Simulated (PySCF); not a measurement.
CH3Cl3Si, quintet, geometry from GFN2-xTB of the parent state (a higher spin typed on purpose: for a closed-shell molecule this is an excited state); PBE0/6-31G (PySCF).

Here is a job for PySCF.
```python
from pyscf import gto, scf, dft

mol = gto.Mole()
mol.atom = '''
    C    -2.085393   -0.430024    0.057358
    Si   -0.225654   -0.046532    0.006206
    Cl    0.680406   -1.195024   -1.390628
    Cl    0.067757    1.900728   -0.455550
    Cl    0.609762   -0.425689    1.808829
    H    -2.266306   -1.469266    0.317442
    H    -2.594686    0.186602    0.792742
    H    -2.552211   -0.245996   -0.906287
'''
mol.basis = '6-31g'
mol.charge = 0
mol.spin = 4
mol.verbose = 4
mol.build()

mf = dft.UKS(mol)
mf.xc = 'pbe0'
mf.kernel()
mf.analyze()
```

Problem. What does PySCF print? Leave out banner, timings and long lists.

Solution. 
```
PySCF version 2.14.0

[INPUT] verbose = 4
[INPUT] num. atoms = 8
[INPUT] num. electrons = 74
[INPUT] charge = 0
[INPUT] spin (= nelec alpha-beta = 2S) = 4
[INPUT] symmetry False subgroup None
[INPUT] Mole.unit = angstrom
[INPUT] Symbol           X                Y                Z      unit          X                Y                Z       unit  Magmom
[...]
nuclear repulsion = 440.805342727774
number of shells = 39
number of NR pGTOs = 218
number of NR cGTOs = 67
basis = 6-31g
ecp = {}

******** <class 'pyscf.dft.uks.UKS'> ********
method = UKS
initial guess = minao
damping factor = 0
level_shift factor = 0
DIIS = <class 'pyscf.scf.diis.CDIIS'>
diis_start_cycle = 1
diis_space = 8
diis_damp = 0
SCF conv_tol = 1e-09
SCF conv_tol_grad = None
SCF max_cycles = 50
direct_scf = True
direct_scf_tol = 1e-13
number electrons alpha = 39  beta = 35
XC library pyscf.dft.libxc version 7.1.2
    S. Lehtola, C. Steigemann, M. J. T. Oliveira, and M. A. L. Marques,  SoftwareX 7, 1–5 (2018)
XC functionals = pbe0
    C. Adamo and V. Barone,  J. Chem. Phys. 110, 6158 (1999)
    M. Ernzerhof and G. E. Scuseria,  J. Chem. Phys. 110, 5029 (1999)
radial grids:
    Treutler-Ahlrichs [JCP 102, 346 (1995); DOI:10.1063/1.469408] (M4) radial grids

becke partition: Becke, JCP 88, 2547 (1988); DOI:10.1063/1.454033
pruning grids: <function nwchem_prune>
grids dens level: 3
symmetrized grids: False
atomic radii adjust function: <function treutler_atomic_radii_adjust>
small_rho_cutoff = 0
Set gradient conv threshold to 3.16228e-05
tot grids = 119368
init E= -1709.93824263124

cycle= 1 E= -1708.74170193912  delta_E=  1.2  |g|= 0.159  |ddm|= 7.59

cycle= 2 E= -1708.75176962097  delta_E= -0.0101  |g|= 0.132  |ddm|= 1.58

cycle= 3 E= -1708.76480571851  delta_E= -0.013  |g|= 0.0219  |ddm|= 0.49

cycle= 4 E= -1708.7636804658  delta_E= 0.00113  |g|= 0.0439  |ddm|= 0.18

cycle= 5 E= -1708.76542364925  delta_E= -0.00174  |g|= 0.0088  |ddm|= 0.147

cycle= 6 E= -1708.76555242903  delta_E= -0.000129  |g|= 0.00331  |ddm|= 0.0389

cycle= 7 E= -1708.76568581576  delta_E= -0.000133  |g|= 0.0031  |ddm|= 0.0462

cycle= 8 E= -1708.76579644258  delta_E= -0.000111  |g|= 0.00306  |ddm|= 0.0401

cycle= 9 E= -1708.7659126178  delta_E= -0.000116  |g|= 0.00259  |ddm|= 0.0444

cycle= 10 E= -1708.76621893294  delta_E= -0.000306  |g|= 0.00284  |ddm|= 0.151

cycle= 11 E= -1708.76633267852  delta_E= -0.000114  |g|= 0.00177  |ddm|= 0.0977

cycle= 12 E= -1708.76637048818  delta_E= -3.78e-05  |g|= 0.00117  |ddm|= 0.0558
[...]
SCF not converged.
Total Energy =                       -1708.766416386038827
[...]
spin_pop of  2 Cl 2pz       0.00001
spin_pop of  2 Cl 3px       0.10281
spin_pop of  2 Cl 3py       0.25058
spin_pop of  2 Cl 3pz       0.24697
spin_pop of  2 Cl 4px       0.00053
spin_pop of  2 Cl 4py       0.00183
spin_pop of  2 Cl 4pz       0.00214
spin_pop of  3 Cl 1s        0.00000
spin_pop of  3 Cl 2s        0.00000
spin_pop of  3 Cl 3s        0.05213
spin_pop of  3 Cl 4s        0.00510
spin_pop of  3 Cl 2px       0.00001
spin_pop of  3 Cl 2py       0.00001
spin_pop of  3 Cl 2pz       0.00001
spin_pop of  3 Cl 3px       0.22227
spin_pop of  3 Cl 3py       0.22071
spin_pop of  3 Cl 3pz       0.27049
spin_pop of  3 Cl 4px       0.00059
spin_pop of  3 Cl 4py       0.01222
spin_pop of  3 Cl 4pz       0.00091
spin_pop of  4 Cl 1s        0.00000
spin_pop of  4 Cl 2s        0.00000
spin_pop of  4 Cl 3s        0.05216
spin_pop of  4 Cl 4s        0.00518
spin_pop of  4 Cl 2px       0.00001
spin_pop of  4 Cl 2py       0.00001
spin_pop of  4 Cl 2pz       0.00001
spin_pop of  4 Cl 3px       0.21441
spin_pop of  4 Cl 3py       0.33274
spin_pop of  4 Cl 3pz       0.16463
spin_pop of  4 Cl 4px       0.00138
spin_pop of  4 Cl 4py       0.00097
spin_pop of  4 Cl 4pz       0.01140
spin_pop of  5 H 1s        0.02934
spin_pop of  5 H 2s        0.00160
spin_pop of  6 H 1s       -0.00328
spin_pop of  6 H 2s        0.00122
spin_pop of  7 H 1s        0.02774
spin_pop of  7 H 2s        0.00158
 ** Mulliken Spin Density (per atom)  **
spin density of  0 C =      0.45566
spin density of  1 Si =      1.29431
spin density of  2 Cl =      0.62447
spin density of  3 Cl =      0.78445
spin density of  4 Cl =      0.78290
spin density of  5 H =      0.03095
spin density of  6 H =     -0.00206
spin density of  7 H =      0.02932
 ** Mulliken pop alpha/beta on meta-lowdin orthogonal AOs **
 ** Mulliken pop       alpha | beta **
In total            39.00000 | 35.00000
 ** Mulliken atomic charges   ( Nelec_alpha | Nelec_beta ) **
charge of  0C =     -0.40295  (     3.42930      2.97364 )
charge of  1Si =     -0.01163  (     7.65297      6.35866 )
charge of  2Cl =      0.01304  (     8.80572      8.18125 )
charge of  3Cl =     -0.03575  (     8.91010      8.12565 )
charge of  4Cl =     -0.03748  (     8.91019      8.12729 )
charge of  5H =      0.15561  (     0.43767      0.40672 )
charge of  6H =      0.16257  (     0.41769      0.41975 )
charge of  7H =      0.15659  (     0.43637      0.40704 )
Dipole moment(X, Y, Z, Debye): -2.56779, -0.30751,  0.29517
```

Convergence was not reached.
